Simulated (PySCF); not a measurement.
Si(Cl)2(NH2)2 (Cl2H4N2Si), SMILES N[Si](N)(Cl)Cl. Coordinates come from a B3LYP-D3(BJ)/def2-SVP optimisation. One conformer was computed; it need not be the lowest.

Computed equilibrium geometry at B3LYP-D3(BJ)/def2-SVP (PySCF confirms it by a frequency run) as Cartesian coordinates in Å, and its point group (one conformer of several):
point group C2.
```xyz
9

N     -0.3322     1.3488     1.3564
Si     0.0000     0.0000     0.3678
N      0.3322    -1.3488     1.3564
Cl    -1.6527    -0.1570    -0.8894
Cl     1.6527     0.1570    -0.8894
H      0.3400     1.6318     2.0632
H     -0.8573     2.1346     0.9873
H     -0.3400    -1.6318     2.0632
H      0.8573    -2.1346     0.9873
```
Charge 0, spin multiplicity 1.
